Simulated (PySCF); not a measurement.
**[TiF6]3-: bond length scan**

[TiF6]3-: Ti(III) (d1), charge -3. The structure is a model geometry with rigid ligands and bond lengths from ionic radii, not a minimum; coordination octahedral, point group Oh, metal–donor distances 1.97 Å.

```
7

Ti    0.000    0.000    0.000
F     0.000    0.000    1.970
F     0.000    0.000   -1.970
F     1.970    0.000    0.000
F    -1.970    0.000    0.000
F     0.000    1.970    0.000
F     0.000   -1.970    0.000
```

Method (PySCF 2.14, density fitting): CASSCF(1,5) with orbitals averaged over all microstates of the shell, strongly contracted NEVPT2 on the averaged canonical orbitals; basis x2c-TZVPall on the metal, x2c-SVPall elsewhere; spin-free X2C; IEF-PCM water; spin-orbit coupling by state interaction with the mean-field operator over all roots.

All metal–ligand distances are scaled together.

```csv
bond length,group,ground,next state (NEVPT2) / cm⁻¹,orbital energies above the lowest (NEVPT2 fit) / cm⁻¹,μeff(300 K) / μB
1.812 Å,Oh,2T2g,2Eg 26240,0 0 0 26240 26240,1.88
1.871 Å,Oh,2T2g,2Eg 22974,0 0 0 22974 22974,1.89
1.931 Å,Oh,2T2g,2Eg 19946,0 0 0 19946 19946,1.89
1.970 Å,Oh,?,?,?,?
2.009 Å,Oh,2T2g,2Eg 16523,0 0 0 16523 16523,1.89
2.068 Å,Oh,2T2g,2Eg 14400,0 0 0 14400 14400,1.90
2.147 Å,Oh,2T2g,2Eg 12074,0 0 0 12074 12074,1.90
```

Task: Fill in the row at 1.970 Å.

Result: ground: 2T2g; next state (NEVPT2) / cm⁻¹: 2Eg 18145; orbital energies above the lowest (NEVPT2 fit) / cm⁻¹: 0 0 0 18145 18145; μeff(300 K) / μB: 1.89.

Task: With what power of the bond length does 10Dq, as fitted to the states, fall?

Result: A log–log fit of these points gives 10Dq ∝ R^−4.6; a point-charge model has R^−5 (correlation -1.000).

At 1.812 Å, 1.871 Å, 1.931 Å, 1.970 Å, 2.009 Å, 2.068 Å, 2.147 Å the ground state is orbitally degenerate, so the regular structure would distort there (Jahn–Teller).

NEVPT2 on the d shell alone tends to put d–d bands too high for such charged or covalently bound ions.
